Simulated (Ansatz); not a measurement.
An input meant for Al(OH)3 (AlO3H3) (charge 0, singlet).

```yaml
crystal:
  periodic: [true, true, true]
  atoms:
    - {symbol: Al, position_ang: [-0.000283, -0.000075, 0.000378]}
    - {symbol: O, position_ang: [1.610733, 0.312322, 0.471476]}
    - {symbol: H, position_ang: [2.280372, -0.382895, 0.412165]}
    - {symbol: O, position_ang: [-1.175367, 1.233948, 0.107672]}
    - {symbol: H, position_ang: [-0.933173, 2.111103, 0.435153]}
    - {symbol: O, position_ang: [-0.435691, -1.545880, -0.579117]}
    - {symbol: H, position_ang: [-1.346581, -1.728524, -0.847726]}
basis:
  gaussian: {orbitals: def2-mTZVPP}
hamiltonian: {xc: {name: PBE0}, dispersion: d3bjatm}
```

```sh
$ ansatz run in.yaml --threads 4 --pin off --events-out ev --progress --plain --max-ram 3916MiB
```

Q: Predict how Ansatz answers.

A: The program refused the input. The species is marked periodic without a cell.
```
Error: YAML parse error: error: line 2 column 3: crystal: missing field `lattice` (a structure is typed as `lattice` and `atoms`, a molecule's as `atoms` in Å alone, or read from a run's directory, `checkpoint`)
 --> <input>:2:3
1 | crystal:
2 |   periodic: [true, true, true]
3 |   atoms:
4 |     - {symbol: Al, position_ang: [-0.000283, -0.000075, 0.000378]}
```
